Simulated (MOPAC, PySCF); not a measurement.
HI, SMILES `I`, neutral singlet in the gas phase. 

Z-matrix (Å, degrees):
```
I
H 1 1.6095
```
Charge 0, spin multiplicity 1.

All levels are single points at this geometry (PBE0-D3(BJ)/def2-TZVP); Pople sets use spherical d functions. Orbital energies aren't observables, and empty levels follow the basis.

```
level                                    HOMO (eV)  LUMO (eV)  gap (eV)  dipole (D)  vertical IE, Delta-SCF (eV)
---------------------------------------  ---------  ---------  --------  ----------  ---------------------------
PBE-D3(BJ)/def2-TZVP in PySCF                -6.77      -1.69      5.08        0.47                        10.52
TPSSh-D3(BJ)/def2-TZVP in PySCF              -7.33      -1.20      6.13        0.47                        10.57
B3LYP/6-311+G** (LANL2DZ on I) in PySCF      -7.66      -0.92      6.74        0.89                            –
B3LYP/6-31G* (LANL2DZ on I) in PySCF         -7.73      -0.92      6.81        0.84                        10.80
B3LYP/LANL2DZ in PySCF                       -7.72      -0.78      6.93        0.86                            –
M06-2X/6-31G* (LANL2DZ on I) in PySCF        -8.90       0.13      9.03        0.85                            –
AM1 in MOPAC                                -10.89       0.54     11.43        1.30                            –
PM3 in MOPAC                                -10.02      -0.76      9.26        0.83                            –
PM7 in MOPAC                                 -9.57       2.23     11.80        2.25                            –
```
